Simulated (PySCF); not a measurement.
SiH3I, SMILES [SiH3]I.

Coordinates come from a B3LYP-D3(BJ)/def2-TZVP optimisation. The def2 effective core potentials stand for the cores of I; spin–orbit coupling is left out.

Two levels are set side by side: PBE/def2-TZVPD (PySCF) and PBE0/def2-TZVPD (PySCF). Same geometry, gas phase. Differences are taken from unrounded values.

```csv
quantity,PBE0
orbital gap (eV),6.73
highest occupied level (eV),-7.73
lowest empty level (eV),-0.99
dipole moment (D),1.23
mean polarisability (bohr³),64.7
```

Problem. What does PBE give, and how far is it from PBE0? (An estimate is asked for; the answer gives what the named calculation found.)

Solution. 
| quantity | PBE | PBE minus PBE0 |
|---|---|---|
| orbital gap (eV) | 4.81 | -1.92 |
| highest occupied level (eV) | -6.60 | 1.12 |
| lowest empty level (eV) | -1.79 | -0.80 |
| dipole moment (D) | 1.11 | -0.12 |
| mean polarisability (bohr³) | 66.9 | 2.3 |

PBE's occupied levels lie high since its potential decays too fast outside the molecule; exact exchange lowers them and widens the gap. PBE's more diffuse valence density responds more strongly to a field. Differences between two approximate levels are no errors against the true value.

Rough cost on one machine, each run with all the roots and properties that it gave: PBE0 against PBE within a factor of 2.
